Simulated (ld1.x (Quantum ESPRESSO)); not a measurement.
## Pseudopotential generation for aluminium (Al): PAW, PBE, fully relativistic.

- Element: aluminium
- Generator: ld1.x (Quantum ESPRESSO) 7.5
- Type: PAW
- Functional: PBE
- Relativity: fully relativistic
- Frozen core: [Ne]
- Valence charge: 3
- Reference configuration: 3s2 3p1
- Partial waves: 3s (bound): rcut 1.90, rcutus 2.60 bohr; 3s channel at 0.55 Ry: rcut 1.90, rcutus 2.60 bohr; 3p (bound): rcut 2.75, rcutus 3.10 bohr; 3p channel at 1.85 Ry: rcut 2.75, rcutus 3.10 bohr
- Local potential: all-electron potential smoothed inside 2.20 bohr (lloc = -1)
- Core correction: Bessel-smoothed model core, default radius (core density twice the valence density)
- Augmentation charge: PSQ, radius 1.45 bohr

Open shells are filled in proportion to 2j + 1 (rel_dist='average').

All-electron outer shells of the reference configuration (PBE, scalar-relativistic, ld1.x):

| shell | level (eV) | outermost node (bohr) | outermost maximum (bohr) |
| --- | --- | --- | --- |
| 2s | -108.17 | 0.16 | 0.50 |
| 2p | -69.64 | – | 0.43 |
| 3s | -7.75 | 0.80 | 2.09 |
| 3p | -2.71 | 0.82 | 2.64 |

What the tests gave:

* Largest excitation error: -18 meV (all-electron minus pseudo) for 3s1 3p0, out of 7 test configurations
* Density cutoff estimated by the generator: 115 Ry

The ghost test of this file was not conclusive.

Generation and tests took about 2.7 s on one core of a shared server CPU.
